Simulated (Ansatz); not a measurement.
Start from `CNBOCF` and change one atom or group to get `FCOB[SiH2]S`.

Ansatz, PBE0-D4/def2-TZVP geometries, multiplicity 1. Each molecule was computed in one conformer, which needn't be the lowest.

```
                                        property  `CNBOCF`
               LUMO energy (PBE/def2-TZVPP) / eV     -0.17
size of the dipole moment (B3LYP/def2-TZVPP) / D      1.94
               HOMO energy (PBE/def2-TZVPP) / eV     -6.18
             HOMO energy (B3LYP/def2-TZVPP) / eV     -7.30
  size of the dipole moment (PBE/def2-TZVPP) / D      1.93
             LUMO energy (B3LYP/def2-TZVPP) / eV      0.48
```

(1) Give the same properties after the change, and the shifts. (Estimate.)

Answers

(1) Ansatz gave: 
```json
{"property": "LUMO energy (PBE/def2-TZVPP) / eV", "`FCOB[SiH2]S`": "-2.47", "shift": "-2.30"}
{"property": "size of the dipole moment (B3LYP/def2-TZVPP) / D", "`FCOB[SiH2]S`": "2.94", "shift": "1.00"}
{"property": "HOMO energy (PBE/def2-TZVPP) / eV", "`FCOB[SiH2]S`": "-6.00", "shift": "0.18"}
{"property": "HOMO energy (B3LYP/def2-TZVPP) / eV", "`FCOB[SiH2]S`": "-6.96", "shift": "0.34"}
{"property": "size of the dipole moment (PBE/def2-TZVPP) / D", "`FCOB[SiH2]S`": "2.75", "shift": "0.82"}
{"property": "LUMO energy (B3LYP/def2-TZVPP) / eV", "`FCOB[SiH2]S`": "-1.72", "shift": "-2.20"}
```

With PBE0 the HOMO rises by 0.34 eV and the LUMO falls by 2.31 eV, so the gap narrows by about 2.65 eV. PBE moves the HOMO by 0.18 eV and ωB97M-V by 0.54 eV. Dipoles are sizes alone; their direction can turn.

B3LYP here is the variant with VWN-RPA as its local correlation; programs differ in this.
